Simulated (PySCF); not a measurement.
## Pt⁴⁶⁺: ionisation energy

Pt⁴⁶⁺ [Ar] 3d10 4s2 4p2 [4p1/2^2, M_J = 0] → Pt⁴⁷⁺ [Ar] 3d10 4s2 4p1 [4p1/2^1, M_J = 1/2], as a difference of total energies. Computed with PySCF 2.14 in an uncontracted even-tempered set (16 s from 6.3 bohr⁻², ratio 2.8; 13 p from 8.2 bohr⁻², ratio 2.8; 8 d from 15 bohr⁻², ratio 2.8; 4 f from 35 bohr⁻², ratio 3), with the two-component X2C-1e Hamiltonian. Correlated levels: [Ne] frozen; the 72 highest virtual spinors dropped. "Screened" scales the spin-orbit matrix elements by Boettger's factors to mimic the two-electron term; Breit and QED terms are absent.

```tsv
method	ionisation energy (eV)
GHF (spin-free)	2445.6
GMP2 (spin-free)	2446.7
GHF (screened spin-orbit)	2529.3
GMP2 (screened spin-orbit)	2530.9
```

Breit and QED terms and the two-electron picture change are absent.

The spin-free rows relax to the high-spin LS determinant and lack the spin-orbit shift.

The labels give the starting determinants; with spin-orbit coupling the two ends relaxed to ⟨J²⟩ = 0.00, ⟨L²⟩ = 1.39, ⟨S²⟩ = 1.39 and ⟨J²⟩ = 0.75, ⟨L²⟩ = 2.07, ⟨S²⟩ = 0.82.

For comparison: 2536 ± 4 eV (theoretical estimate listed by NIST; NIST Atomic Spectra Database, ionization energies).
